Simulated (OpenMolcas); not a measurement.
## Multiplet structure of Rb I

```yaml
Program: OpenMolcas
Method: CASSCF
Basis: ANO-RCC-VQZP [8s7p4d2f1g]
Scalar_Hamiltonian: DKH2, point nucleus
Active_space: 1 electron in 9 orbitals (4d 5s 5p)
State_averaging: 2S+1 = 2 even, 1 root; 2S+1 = 2 odd, 3 roots
Spin-orbit_coupling: state interaction with AMFI integrals over the reference wave functions, term energies averaged over their components
```

Spin-free terms above the lowest, with the occupations of the reference:

```
Configuration  Term  E (cm-1)  Occupations
           5s    2S       0.0      5s 1.00
           5p   2P*     10828      5p 1.00
```

With spin-orbit coupling, above the lowest level:

| Configuration | Term | J | E (cm-1) | Measured (cm-1) | g | Term weight % |
| --- | --- | --- | --- | --- | --- | --- |
| 5s | 2S | 1/2 | 0.0 | 0.0 | 2.002 | 100 |
| 5p | 2P* | 1/2 | 10738 | 12579 | 0.666 | 100 |
| 5p | 2P* | 3/2 | 10873 | 12817 | 1.334 | 100 |

Against the 2 measured excited levels shown (NIST Handbook of Basic Atomic Spectroscopic Data) the mean absolute deviation is 1900 cm-1; the largest miss in energy is 5p 2P* 3/2: computed 10873, measured 12817 cm-1 (-15.2 %).

ANO sets are built for ground and valence states and can reach diffuse excited orbitals poorly. With one active electron the reference holds no correlation, so core polarisation is missing. No level of 4d was computed, though it lies in the active space. Measured partners are found by configuration, term and J. A level has none where our copy of the source lacks it or the pairing is in doubt (some pairs that miss far off the trend of their configuration count as doubtful), and it then counts in no deviation. Levels of configurations outside the active space are missing. The first state left out of the spin-orbit step lies near 43000 cm-1 above the lowest spin-free state of the reference (among the parities and spins computed), and the list stops at four fifths of that energy or lower.

The term weight is that of the spin-free term in the level, not the purity of its configuration. * marks odd parity.
